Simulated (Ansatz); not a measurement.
A series at Si: from `C[Si](Cl)(Cl)Cl`, ligands are replaced one by one, each step taking up H₂ and setting free HCl; n counts the steps. Ansatz, PBE0-D4/def2-TZVP geometries.

CBS adds triple-zeta CCSD(T) − MP2 to the MP2 limit, frozen cores; atoms without spin–orbit coupling. 

| n | molecule | atomization energy, CCSD(T)/CBS (kJ/mol) |
| --- | --- | --- |
| 0 | `C[Si](Cl)(Cl)Cl` | 2851.2 |
| 1 | `C[SiH](Cl)Cl` | ? |
| 2 | `C[SiH2]Cl` | 2706.3 |
| 3 | `C[SiH3]` | 2633.9 |

Task: By hand: fit a straight line y = ȳ + b (n − n̄) to the 3 given rows and predict n = 1.

Result: n̄ = 1.667, ȳ = 2730.47; Σ(n − n̄)(y − ȳ) = -338.03, Σ(n − n̄)² = 4.667, so b = -72.43 kJ/mol a step. Prediction: 2730.47 + (-72.43) × (-0.667) = 2778.8 kJ/mol.

Task: By hand: compare with the computed value, 2781.0 kJ/mol, and give the steps along the whole series.

Result: The line misses by 2.2 kJ/mol (computed minus predicted). Steps: -70.2, -74.7, -72.4 kJ/mol.

The steps differ by at most 4.5 kJ/mol, 6 % of a mean step, so the ligands' effects nearly add and a line is close. The miss is 1.0 % of the series' range. The energies themselves are unsure by some kJ/mol a bond, though much of that is common to the series.
